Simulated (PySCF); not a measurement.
Compound: C5H12FPSi.
Geometry (PBE0-D3(BJ)/def2-SVP, Å), atoms numbered from 1 in this order:
```
atom  x, y, z in Å
F1    -2.8618   -0.0328    1.1375
C2    -1.9226   -0.1603    0.1336
C3    -1.0746    1.0972    0.1066
C4    -0.0619    1.1074   -1.0320
P5     1.0939   -0.3594   -1.1305
Si6    2.2379   -0.1844    0.8146
C7    -0.1260   -1.7194   -0.7358
C8    -1.1269   -1.4287    0.3755
H9    -2.4747   -0.2517   -0.8223
H10   -0.5676    1.1886    1.0816
H11   -1.7507    1.9640    0.0199
H12   -0.5841    1.1370   -2.0046
H13    0.5583    2.0172   -0.9985
H14    1.4428    0.0088    2.0694
H15    3.1674    0.9780    0.6728
H16    3.0361   -1.4406    0.9605
H17   -0.6584   -1.9209   -1.6822
H18    0.4512   -2.6322   -0.5187
H19   -0.6159   -1.3336    1.3483
H20   -1.8383   -2.2655    0.4734
```

Probes without a nucleus sit at each ring's centroid and 1 Å off its mean plane on both sides; NICS is minus the shielding there, NICSzz its component along the normal. Level: GIAO PBE0/pcSseg-1 (PySCF, non-relativistic, gas phase) on the PBE0-D3(BJ)/def2-SVP geometry, one conformer.

Ring bond lengths (Å), with Mayer bond orders in brackets: C2–C3 1.517 (1.01), C3–C4 1.524 (1.00), C4–P5 1.870 (0.96), P5–C7 1.869 (0.96), C7–C8 1.524 (1.00), C8–C2 1.517 (1.01).

**Question.** What do the NICS probes read (ppm)?

**Answer.** 
```
             ring                                             type  NICS(0)  NICS(1), two faces  NICS(1)zz, two faces  rms pucker (Å)  centre to ring atoms, mean (Å)
C2–C3–C4–P5–C7–C8  6-membered ring with P; formal bonds all single     -3.5         -1.9 / -3.5             3.1 / 0.9            0.23                            1.58
```

**Question.** What can be read from them?

**Answer.** 
- C2–C3–C4–P5–C7–C8: mean NICS(1)zz 2.0 ppm, near zero. C2, C3, C4, C7, C8 have four or more neighbours; no verdict on aromaticity is drawn.

**Question.** At the second NICS(1) probe listed for ring C2–C3–C4–P5–C7–C8, 1 Å off the ring, how large is the induced field along the normal in 11.7 T applied along it?

**Answer.** NICSzz × B0 = 0.9 ppm × 11.7 T = 11 μT, along the applied field.

**Question.** List the ring angles and the Hirshfeld charges of the ring atoms.

**Answer.** 
- C2–C3–C4–P5–C7–C8: C2 113.8° (+0.063 e), C3 113.0° (-0.082 e), C4 116.4° (-0.108 e), P5 99.0° (+0.059 e), C7 116.4° (-0.108 e), C8 112.8° (-0.082 e); sum 671.3° against 720° for a flat convex ring.

**Question.** What are the shieldings of the ring atoms and their hydrogens in the same run (means over atoms taken as equivalent)?

**Answer.** 
| atoms | environment | σ isotropic (ppm) | principal values of the symmetric part, first atom (ppm) |
| --- | --- | --- | --- |
| C2 | sp3 C–F carbon | 92.4 | 60.7, 71.5, 145.0 |
| C3 (×2) | ring CH2 carbon | 152.1 | 144.2, 150.7, 161.8 |
| C4 (×2) | sp3 carbon bound to phosphorus | 164.6 | 153.9, 166.5, 173.8 |
| P5 | three-coordinate phosphorus | 445.6 | 407.2, 451.6, 478.1 |
| H9 | methine hydrogen | 27.29 | 24.0, 27.9, 30.0 |
| H10 (×2) | methylene hydrogen | 29.63 | 26.2, 29.4, 33.2 |
| H11 (×2) | methylene hydrogen | 29.18 | 24.2, 27.6, 35.7 |
| H12 (×2) | methylene hydrogen | 29.46 | 24.1, 28.0, 36.3 |
| H13 (×2) | methylene hydrogen | 29.70 | 24.6, 27.3, 37.3 |

**Question.** How do the values depend on the level or the medium?

**Answer.** 
```
                                   level  NICS(0), C2–C3–C4–P5–C7–C8  mean NICS(1)zz, C2–C3–C4–P5–C7–C8
                      PBE0/pcSseg-1, gas                        -3.5                                2.0
          PBE0/pcSseg-1, IEF-PCM benzene                        -3.5                                2.0
PBE0/pcSseg-1, IEF-PCM dimethylsulfoxide                        -3.5                                2.1
```

The geometry is the same throughout; the continuum's cavity takes Bondi-type radii × 1.2.
